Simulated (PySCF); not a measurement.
Gas-phase reaction: HfO₂ + 4 F = HfF₄ + O₂

Computed with PySCF and rigid-rotor harmonic-oscillator thermochemistry at 1 bar. † marks an energy on the PBE0/def2-TZVP geometry and frequencies. MP2 freezes the core. Open shells (unrestricted): F (multiplicity 2, electronic degeneracy 6), O₂ (multiplicity 3); the rest are closed-shell singlets. Spin-orbit splitting is ignored; it lowers the true energy and changes the entropy of F. B3LYP is the form with VWN-RPA correlation. Hf: scalar-relativistic def2 core potential, no spin-orbit coupling. MP2 isn't extrapolated to the basis-set limit; its ΔH°(298 K) is -1788.9 kJ in def2-SVP and -1814.8 kJ in def2-TZVPP. The harmonic model lacks anharmonicity and excited electronic states, which grow with temperature; levels with a mode under 35 cm⁻¹ are left out.

```
level               ΔE electronic, kJ  ΔH°(298 K), kJ  ΔS°(298 K), J/K  ΔG°(1600 K), kJ
------------------  -----------------  --------------  ---------------  ---------------
B3LYP/def2-TZVP†                -1803           -1792             -385            -1171
M06-2X/def2-TZVP†               -1808           -1798             -385            -1177
MP2/def2-SVP†                   -1799           -1789             -385            -1168
r2SCAN/def2-TZVP†               -1834           -1824             -385            -1202
LDA/def2-TZVP†                  -2110           -2099             -385            -1478
ωB97M-V/def2-TZVP†              -1834           -1824             -385            -1203
```
ΔH° is lowest at LDA/def2-TZVP† and highest at MP2/def2-SVP†. No reference value is set beside these.
